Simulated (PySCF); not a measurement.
## Spinor energies of Pb(40+) (lead, charge +40)

Start: [Kr] 4d6; 4d3/2 filled at m_j = -3/2, -1/2, +1/2, +3/2; 4d5/2 filled at m_j = +3/2, +5/2. Calculated with PySCF 2.14 in an uncontracted even-tempered set (16 s from 4.8 bohr⁻², ratio 2.8; 14 p from 6.2 bohr⁻², ratio 2.8; 9 d from 6.2 bohr⁻², ratio 2.8; 3 f from 26 bohr⁻², ratio 3): generalised Hartree-Fock with the X2C-1e Hamiltonian and a Gaussian nucleus; one run each with spin-orbit coupling (SO) switched off, then screened by Boettger's factors.

```
spinor shell  electrons  ε, spin-free (eV)  ε, screened SO (eV)  weight of nominal j (screened SO)  rms radius, screened SO (bohr)
       1s1/2          2           -90284.8             -90244.3                              1.000                          0.0181
       2s1/2          2           -17771.4             -17757.6                              1.000                          0.0731
       2p1/2          2           -15517.2             -17103.1                              1.000                          0.0617
       2p3/2          4           -15517.2             -14904.6                              1.000                          0.0701
       3s1/2          2            -5657.6              -5652.4                              1.000                           0.185
       3p1/2          2            -4997.3              -5360.5                              1.000                           0.176
       3p3/2          4            -4997.3              -4852.3                              1.000                           0.192
       3d3/2          4            -4321.3              -4386.1                              1.000                           0.168
       3d5/2          6            -4321.3              -4273.2                              1.000                           0.172
       4s1/2          2            -2464.6              -2462.6                              1.000                           0.384
       4p1/2          2            -2217.6              -2338.5                              0.999                           0.383
       4p3/2          4            -2217.6              -2167.8                              1.000                           0.415
       4d3/2          4            -1963.1              -1978.2                              0.990                           0.397
       4d5/2          2            -1963.1              -1946.2                              0.990                           0.405
```

```csv
quantity,spin-free,screened SO
E (hartree),-19875.38784,-19915.01835
M_J,4,4
⟨J²⟩,20.000,20.007
⟨L²⟩,6.000,12.828
⟨S²⟩,6.000,3.010
```

Each row is a mean over spinors that exchange with the open shell spreads, by up to 24.154 eV (4p3/2).

Breit and QED terms are absent; they matter most for the inner s and p1/2 levels.

Densities and radii are taken from the X2C orbitals without a picture-change correction, which distorts them close to the nucleus.

Without spin-orbit coupling the j labels of p, d and f shells carry no meaning; the spin-free column gives the mean over the occupied spinors of each nl shell.
